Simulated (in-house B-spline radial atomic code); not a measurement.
Response and correlation of Zn

Closed shell [Ar] 3d10 4s2. Computed with a B-spline radial code for spherical atoms: Dirac-Hartree-Fock, relativistic RPA (time-dependent Dirac-Hartree-Fock) for the response and second-order many-body perturbation theory for correlation, no-pair Dirac-Coulomb Hamiltonian, finite nucleus, speed of light scaled by 100 (non-relativistic limit).

Command:
```bash
python run_mb.py task.json out
```
Settings (nuclear radius in fm, box in bohr, cutoff in hartree):
```
basis_form          2
Z                   30
core_configuration  [Ar] 3d10 4s2
rms_radius          3.9283
mass_number         64
speed_of_light      13703.59991
box_radius          45.0
lmax                7
intervals           68
virtual_cutoff      22500.0
```

Time taken, with all properties: 7.5 s on 1 thread of Intel(R) Xeon(R) Platinum 8259CL CPU @ 2.50GHz, on a shared host.

```csv
"multipole (bohr³, bohr⁵, bohr⁷)",uncoupled,coupled RPA
dipole,39.323,54.061
quadrupole,304.61,474.26
octupole,5983.6,?
```

(1) What is the coupled octupole polarisability?

(2) Which subshells carry the dipole polarisability?

(3) What does the dipole shielding factor come to?

Dipole polarisability at imaginary frequency:

| u (Eh) | α(iu) (bohr³) |
| --- | --- |
| 0 | 54.06 |
| 0.02 | 53.44 |
| 0.05 | 50.44 |
| 0.1 | 42.14 |
| 0.15 | 33.33 |
| 0.2 | 26.07 |
| 0.3 | 16.61 |
| 0.4 | 11.47 |
| 0.5 | 8.483 |
| 0.7 | 5.362 |
| 1 | 3.335 |
| 1.5 | 1.985 |
| 2 | 1.385 |
| 3 | 0.8284 |
| 5 | 0.4168 |
| 10 | 0.1475 |

(4) What dispersion coefficients follow for two such atoms?

Lowest J = 1 odd-parity excitations:

```csv
energy (eV),oscillator strength,leading channel,weight
2.0138,4.09e-10,4s1/2 → p1/2,0.667
4.8341,1.5,4s1/2 → p3/2,0.66
6.2012,8.5e-09,4s1/2 → p1/2,0.667
6.4783,0.116,4s1/2 → p3/2,0.665
7.0234,3.82e-10,4s1/2 → p1/2,0.667
7.1222,0.0282,4s1/2 → p3/2,0.666
```

For an outer ns² shell RPA puts the lowest triplet far too low, and second order misses the ns²-np² near-degeneracy.

Second-order correlation energy by the highest angular momentum of the excited pair (hartree): s -0.0227, p -0.2261, d -0.7127, f -0.4549, g -0.1488, h -0.06342, i -0.02891, k -0.01471.

(5) What is the second-order correlation energy at the partial-wave limit?

Results:

(1) 8607.7 atomic units, +44 % against the uncoupled value.

(2) 4s1/2 100.9 %, 3d5/2 -0.5 %, 3d3/2 -0.3 %.

(3) The dipole shielding factor is 1.000, against the exact N/Z = 30/30 = 1.000 of the non-relativistic theorem.

(4) C6 = (3/π)∫α(iu)²du = 437.2 hartree·bohr⁶ and C8 = 22480 hartree·bohr⁸.

(5) The listed waves sum to -1.6722 hartree; extrapolating the increments as (l + 1/2)⁻⁴ gives -1.7022 hartree, -1.54 eV per electron.
